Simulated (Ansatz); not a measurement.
The lowest singlet and triplet of C6H6 (SMILES c1ccccc1); geometries from B3LYP-D3(BJ)/def2-TZVP, each state relaxed from the structure named, with no frequency check.
Singlet at the triplet's geometry (charge 0, multiplicity 1):
```xyz
12

C      1.2792     0.6206    -0.2187
C      1.1378    -0.8388    -0.0199
C     -0.2138    -1.4044    -0.2262
C     -1.2711    -0.6044     0.0494
C     -1.0744     0.7910     0.3079
C      0.2013     1.3928     0.0568
H      2.2270     1.0510    -0.5173
H      1.7017    -1.2577     0.8189
H     -0.3437    -2.4357    -0.5302
H     -2.2826    -0.9915     0.0006
H     -1.9282     1.4197     0.5187
H      0.2722     2.4737     0.0134
```

A positive gap puts the triplet lower; no zero-point energy. R- takes a restricted singlet. The triplet is unrestricted in single-reference levels.

Frozen-core correlation.

Programs: Ansatz (Gaussian orbitals). Each number belongs to the level named beside it.

Task: One of these levels gives -1.680 eV for the gap E(singlet) − E(triplet), vertical, at the triplet's geometry. Which?
A) R-MP2/cc-pVTZ
B) R-SVWN5/def2-TZVPP
C) R-wB97X-V/def2-TZVPP
D) R-HF/cc-pVDZ

Result: C, R-wB97X-V/def2-TZVPP. The others give -0.287 (R-HF/cc-pVDZ), -2.060 (R-SVWN5/def2-TZVPP), -2.782 (R-MP2/cc-pVTZ)

Doubts at one or more of the structures used: a restricted determinant that unrestricted orbitals would lower (R-HF/cc-pVDZ, R-MP2/cc-pVTZ); a spin-contaminated determinant (R-HF/cc-pVDZ, R-MP2/cc-pVTZ).

Ansatz is a program for electronic structure.
